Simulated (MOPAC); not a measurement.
MOPAC input (PM7):

```
PM7 PRECISE GNORM=0.05 LET XYZ UHF MS=0.5 GEO-OK AUX(PRECISION=9) THREADS=1
C4H2FS

F    -0.16891600 1    2.25152600 1    0.44913200 1
C    -0.13719700 1    0.93763100 1    0.18006800 1
C    -1.33573600 1    0.20830700 1   -0.09608300 1
C    -0.99438600 1   -1.07706400 1   -0.32695200 1
S     0.65945100 1   -1.44642500 1   -0.23109000 1
C     1.01276500 1    0.21309100 1    0.14976600 1
H    -2.32460900 1    0.63880000 1   -0.10994200 1
H     2.02095300 1    0.54847000 1    0.32440500 1
```

From the output:

```
                                                       MOPAC v23.2.5 Linux

          FINAL HEAT OF FORMATION =         43.40083 KCAL/MOL =     181.58909 KJ/MOL

          COSMO AREA              =        119.25 SQUARE ANGSTROMS
          COSMO VOLUME            =        108.96 CUBIC ANGSTROMS

          GRADIENT NORM           =          0.02567          =       0.00907 PER ATOM
          IONIZATION POTENTIAL    =          9.455011 EV
          ALPHA SOMO LUMO (EV)    =         -9.455 -0.873
          BETA  SOMO LUMO (EV)    =         -9.502 -1.291
          NO. OF ALPHA ELECTRONS  =         16
          NO. OF BETA  ELECTRONS  =         15
          MOLECULAR WEIGHT        =        101.1182         POINT GROUP:  Cs

          MOLECULAR DIMENSIONS (Angstroms)

            Atom       Atom       Distance
            H     8    H     7     4.38406
            S     5    F     1     3.76109
            C     3    C     2     0.00000

          SCF CALCULATIONS        =         22

   ATOM   CHEMICAL          X               Y               Z
  NUMBER   SYMBOL      (ANGSTROMS)     (ANGSTROMS)     (ANGSTROMS)

     1       F         -0.17397998  *   2.23523442  *   0.44522696  *
     2       C         -0.13187955  *   0.94849631  *   0.18287431  *
     3       C         -1.35253173  *   0.21549678  *  -0.09634351  *
     4       C         -0.97581981  *  -1.05110588  *  -0.31963511  *
     5       S          0.65478290  *  -1.46551745  *  -0.23553462  *
     6       C          1.02175254  *   0.21616605  *   0.15134062  *
     7       H         -2.33611059  *   0.64882680  *  -0.10906284  *
     8       H          2.02527432  *   0.55430222  *   0.32606475  *

                             CARTESIAN COORDINATES

   1    F       -0.173979978     2.235234420     0.445226961
   2    C       -0.131879549     0.948496308     0.182874311
   3    C       -1.352531732     0.215496781    -0.096343512
   4    C       -0.975819806    -1.051105885    -0.319635108
   5    S        0.654782897    -1.465517453    -0.235534620
   6    C        1.021752544     0.216166050     0.151340618
   7    H       -2.336110587     0.648826802    -0.109062837
   8    H        2.025274319     0.554302220     0.326064754

           Empirical Formula: C4 H2 F S  =     8 atoms

      MOLECULAR POINT GROUP   :   Cs

          ALPHA EIGENVALUES
 -41.59238 -31.84307 -25.35721 -24.47696 -19.71325 -18.73606 -17.66021 -17.06179
 -16.34653 -14.46939 -13.81341 -13.54064 -11.92598 -11.06026 -10.29408  -9.45501
  -0.87303  -0.81008  -0.17305   0.10169   0.25433   0.66619   1.09964   1.50650
   2.09158   3.06725   3.57884   4.26683   4.87658   5.59860   5.79935

           BETA EIGENVALUES
 -41.57758 -31.78047 -25.30816 -24.28966 -19.60799 -18.55322 -17.38019 -17.04346
 -16.21704 -14.17879 -13.72665 -13.40243 -11.86158 -10.21724  -9.50164  -1.29091
  -0.62979  -0.54882  -0.05712   0.11439   0.47412   0.71331   1.23405   1.60087
   2.26587   3.16413   3.71134   4.27344   4.97430   5.58961   5.79588

              NET ATOMIC CHARGES AND DIPOLE CONTRIBUTIONS

  ATOM NO.   TYPE          CHARGE      No. of ELECS.   s-Pop       p-Pop       d-Pop
    1          F          -0.139019        7.1390     1.96515     5.17387
    2          C           0.202428        3.7976     1.09660     2.70097
    3          C          -0.305771        4.3058     1.08182     3.22395
    4          C          -0.024210        4.0242     1.24249     2.78172
    5          S           0.269250        5.7307     1.87248     3.70866     0.14961
    6          C          -0.398030        4.3980     1.10628     3.29175
    7          H           0.199200        0.8008     0.80080
    8          H           0.196152        0.8038     0.80385
 DIPOLE           X         Y         Z       TOTAL
 POINT-CHG.     0.654    -1.930    -0.332     2.065
 HYBRID        -0.251     1.067     0.195     1.114
 SUM            0.404    -0.863    -0.137     0.962

          ATOMIC ORBITAL ELECTRON POPULATIONS

     Atom    s        px        py        pz      x^2-y^2     xz        z^2       yz        xy
    1  F   1.96515   1.98222   1.25901   1.93263
    2  C   1.09660   0.94199   0.80324   0.95574
    3  C   1.08182   1.07901   1.00277   1.14218
    4  C   1.24249   0.88094   0.94611   0.95467
    5  S   1.87248   0.93830   1.08858   1.68178   0.05761   0.02304   0.02307   0.01473   0.03116
    6  C   1.10628   1.09735   0.99361   1.20080
    7  H   0.80080
    8  H   0.80385

                    (SZ)    =    0.500000
                    (S**2)  =    0.788034

          ATOMIC ORBITAL SPIN POPULATIONS

    Atom   Total    s     px     py     pz   x^2-y^2  xz     z^2    yz     xy
         Atomic
    1  F  0.0052  0.000  0.001 -0.000  0.004
    2  C  0.1307  0.021  0.025  0.012  0.073
    3  C -0.1553 -0.004 -0.013 -0.017 -0.121
    4  C  1.0642  0.151  0.341  0.392  0.179
    5  S  0.0041  0.002 -0.004 -0.008 -0.014  0.005  0.002  0.000  0.000  0.022
    6  C -0.0619  0.004 -0.003  0.023 -0.086
    7  H  0.0099  0.010
    8  H  0.0031  0.003

 **********************
 *                    *
 * JOB ENDED NORMALLY *
 *                    *
 **********************

 == MOPAC DONE ==
```

The geometry given is a B3LYP-D3(BJ)/def2-TZVP minimum.
